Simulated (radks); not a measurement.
The numbers below are computed, except where a source is named.
Species: the lanthanum anion La-. Configuration: [Xe] 5d2 6s2. Level of theory: scalar-relativistic Kohn-Sham, PBE, spin-unpolarised, spherical densities, point nucleus; hard spherical wall at 6 bohr (a radial shooting solver on a logarithmic mesh with Libxc functionals). Some entries of the table are withheld. Estimate them.

orbital,occ.,eigenvalue (Ry),<1/r> (bohr^-1),<r^2> (bohr^2)
1s,2,-2847.377,(1),0.0008536
2s,2,-452.5239,14.28,0.01362
2p,6,-405.4707,13.55,0.01084
3s,2,-96.09325,5.171,0.09291
3p,6,-81.07010,(2),0.09296
3d,10,-59.49225,4.647,0.07971
4s,2,-18.70382,2.150,0.4828
4p,6,-13.81973,1.983,0.5461
4d,10,(3),1.723,0.6837
5s,2,-2.00687,0.8429,2.776
5p,6,(4),0.7095,3.884
6s,2,0.47393,0.3452,13.71
5d,2,0.52118,(5),9.182
6p,0,0.78260,0.3413,15.08
6d,0,1.47353,0.4159,14.13
7s,0,1.93041,0.4013,14.87

Answer. 
(1) 1s <1/r> (bohr^-1): 62.02
(2) 3p <1/r> (bohr^-1): 4.900
(3) 4d eigenvalue (Ry): -6.75399
(4) 5p eigenvalue (Ry): -0.81546
(5) 5d <1/r> (bohr^-1): 0.4379
